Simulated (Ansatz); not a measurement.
Species: sum formula YOF, charge 1, multiplicity 2. The spin state was set by rule; other spins were not relaxed. 
Geometry from a B3LYP-D3(BJ)/def2-TZVP (Ansatz, a first-principles code) optimisation:
```
Y
F 1 1.9159
O 1 2.0142 2 108.43
```
Charge +1, spin multiplicity 2.

Basis-set convergence of Hartree-Fock and MP2 correlation energies (hartree) with Ansatz. Correlated levels leave the core frozen unless marked. UHF or UKS for open shells. Spin-orbit coupling is left out. The frozen core is the preceding noble-gas configuration, with the filled d and f shells of earlier blocks. In def2 rows, elements after Kr have scalar-relativistic effective core potentials.

```json
[
 {"basis": "def2-SVPD", "functions": "80", "E(HF)": "-211.89177", "E(corr, MP2)": "-0.39541"},
 {"basis": "def2-TZVPPD", "functions": "136", "E(HF)": "?", "E(corr, MP2)": "?"}
]
```

Task: Some entries are withheld; supply them.

Result: 
- def2-TZVPPD, E(HF): -212.11383
- def2-TZVPPD, E(corr, MP2): -0.49642
